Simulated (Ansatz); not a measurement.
`C[CH2][Ga]([Cl])[Cl]` + HCl → gallium trichloride + ethane  (ligand exchange at a Ga–C bond)

Isolated molecules relaxed with PBE0-D4/def2-TZVP in Ansatz; ΔE leaves out vibrations. CCSD(T)/CBS is the MP2 limit (def2-TZVPP, def2-QZVPP) plus CCSD(T) − MP2 in def2-TZVPP, frozen cores. This one scheme is used for every species. Functionals use def2-TZVPP. B3LYP here is the variant with VWN-RPA as its local correlation; programs differ in this. For Ga outer-core shells are correlated without core-valence functions, which leaves a few kJ/mol of doubt a bond. Scalar relativity is left out up to krypton. One conformer a species, not always the lowest.

| level | ΔE (kJ/mol) | difference from CCSD(T)/CBS |
| --- | --- | --- |
| revPBE-D4 | -103.3 | 0.2 |
| r2SCAN-D4 | -113.1 | -9.6 |
| PBE-QIDH | -114.9 | -11.4 |
| r2SCAN | -114.4 | -10.9 |
| PBE0 | -112.8 | -9.3 |
| B3LYP | -115.4 | -11.9 |
| LC-ωPBE | -111.5 | -8.0 |
| CCSD(T)/def2-SVP | -123.8 | -20.3 |
| SCS-MP2/def2-TZVPP | -112.3 | -8.8 |
| HF/CBS(def2) | -136.9 | -33.4 |
| CCSD(T)/CBS | -103.5 | 0 |

Largest T1 diagnostic among the species: 0.011.

Leaving LDA and LC-ωPBE aside and taking each functional with its dispersion term where it has one, the values, not all of them listed here, spread over 15.8 kJ/mol, from B97M-V to revPBE-D4. LDA lies +9.3 kJ/mol from PBE without D4. At CCSD(T), def2-SVP lies −20.3 kJ/mol from the extrapolated value and def2-TZVPP −4.9 kJ/mol. From r2SCAN to r2SCAN0 (25 % exact exchange), in def2-TZVPP and without D4, ΔE moves by −3.1 kJ/mol.
